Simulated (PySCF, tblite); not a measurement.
Isomers of C6H9NSi. All values are computed: GFN2-xTB (tblite) harmonic vibrations without scaling, gas phase. The method is semi-empirical: single wavenumbers can be off by several per cent or more. Modes of hydrogen on silicon can be 10 to 20 % off. One conformer each.

Electronic energies: PBE0/pcSseg-1 single points on the GFN2-xTB geometries (PySCF, gas phase).

```tsv
SMILES	electronic energy, lowest = 0 (kcal/mol)
C=C[Si@H]1C[C@@H](C#N)C1	46.1
[SiH3]Nc1ccccc1	0.0
N#CC[C@@H]1C=CC[SiH2]1	31.3
```

Q: How do GFN2-xTB zero-point energies change the relative energies?

A: 
| SMILES | ZPE (kcal/mol) | of it from modes above 1550 cm⁻¹ | electronic (kcal/mol) | with ZPE, lowest = 0 (kcal/mol) | lowest mode (cm⁻¹) | rings |
| --- | --- | --- | --- | --- | --- | --- |
| [SiH3]Nc1ccccc1 | 80.2 | 41.1 | 0.0 | 0.0 | 65 | 1 |
| N#CC[C@@H]1C=CC[SiH2]1 | 80.9 | 42.2 | 31.3 | 32.0 | 45 | 1 |
| C=C[Si@H]1C[C@@H](C#N)C1 | 81.6 | 43.6 | 46.1 | 47.5 | 34 | 1 |

The zero-point energies span 1.4 kcal/mol, from `[SiH3]Nc1ccccc1` to `C=C[Si@H]1C[C@@H](C#N)C1`. The order is unchanged.

Q: And how do the electronic energies of GFN2-xTB itself compare?

A: `[SiH3]Nc1ccccc1` 0.0; `N#CC[C@@H]1C=CC[SiH2]1` 57.4; `C=C[Si@H]1C[C@@H](C#N)C1` 82.2 kcal/mol, lowest = 0. Against the energies above, taken from the same isomer `[SiH3]Nc1ccccc1`, the largest difference is 36.1 kcal/mol.

Q: What do entropy and thermal enthalpy add at 298.15 K and 1 bar (rigid rotor, harmonic oscillator, one conformer each)?

A: 
```json
{"SMILES": "[SiH3]Nc1ccccc1", "point group": "Cs", "symmetry number": "1", "S (cal/(mol K))": "89.2", "H − H(0) (kcal/mol)": "5.86", "ZPE + H − H(0) − TS (kcal/mol)": "59.5"}
{"SMILES": "N#CC[C@@H]1C=CC[SiH2]1", "point group": "C1", "symmetry number": "1", "S (cal/(mol K))": "92.8", "H − H(0) (kcal/mol)": "6.15", "ZPE + H − H(0) − TS (kcal/mol)": "59.4"}
{"SMILES": "C=C[Si@H]1C[C@@H](C#N)C1", "point group": "Cs", "symmetry number": "1", "S (cal/(mol K))": "96.7", "H − H(0) (kcal/mol)": "6.55", "ZPE + H − H(0) − TS (kcal/mol)": "59.3"}
```
